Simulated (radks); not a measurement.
Question: Cr6+, 18 electrons, occupied as [Ar] (the NIST ground configuration). Calculated with a radial shooting solver on a logarithmic mesh with Libxc functionals: scalar-relativistic Kohn-Sham, PBE, spin-polarised, spherical densities, finite nucleus; Fermi nuclear charge, rms radius 3.6452 fm. Some entries of the table are withheld. Estimate them.

| orbital | occ. | eigenvalue (eV) | r(max) (bohr) |
|---|---|---|---|
| 1s | 2 | (1) | (2) |
| 2s | 2 | -784.4269 | (3) |
| 2p | 6 | -677.7340 | 0.1979 |
| 3s | 2 | -178.6534 | 0.7548 |
| 3p | 6 | -148.6258 | 0.7633 |

Answer: 
(1) 1s eigenvalue (eV): -5994.266
(2) 1s r(max) (bohr): 0.04161
(3) 2s r(max) (bohr): 0.2435
